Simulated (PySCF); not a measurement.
# Ho(SH)3: from a saddle point downhill

PySCF 2.14.0, RKS PBE0, Ho lcecp-1-SVP with ECP56, S def2-SVP, H def2-SVP; non-relativistic Hamiltonian with scalar-relativistic core potentials where named; density fitting; no spin-orbit coupling. Relaxed within the symmetry of its start, the geometry (C3v) is

```xyz
7

Ho    0.0000    0.0000   -0.3087
S     2.4441    0.0000    0.4743
H     2.1326    0.0000    1.7905
S    -1.2221    2.1167    0.4743
H    -1.0663    1.8468    1.7905
S    -1.2221   -2.1167    0.4743
H    -1.0663   -1.8468    1.7905
```

and its lowest harmonic modes are -281, -206, -206, 63, 88, 88 cm⁻¹ (negative: unstable). It was moved along the lowest mode and relaxed again, within the group C3 that the move left.

(1) Where does it end, and how much lower?

(2) How do the contacts change?

(3) Is the end a minimum?

An lcecp potential fixes the number of 4f electrons, so in runs with it no electron can move into or out of that shell.

State: singlet in the valence, with the 4f electrons in the core potential.

Answers

(1) In C3h, 0.422 eV lower, after 26 steps:
```xyz
7

Ho    0.0000    0.0000    0.9128
S     2.5299    0.4175    0.9216
H     2.8470   -0.9001    0.9361
S    -1.6265    1.9822    0.9216
H    -0.6441    2.9156    0.9361
S    -0.9034   -2.3997    0.9216
H    -2.2030   -2.0156    0.9361
```

(2) 
| contact | saddle (Å) | end (Å) |
| --- | --- | --- |
| Ho1–S2 (SH) | 2.566 | 2.564 |
| Ho1–S4 (SH) | 2.566 | 2.564 |
| Ho1–S6 (SH) | 2.566 | 2.564 |


(3) Yes, as far as the noise of the softest modes lets one tell (those above −25 cm⁻¹ count as noise); lowest modes 26, 61, 61, 172, 201, 201 cm⁻¹.
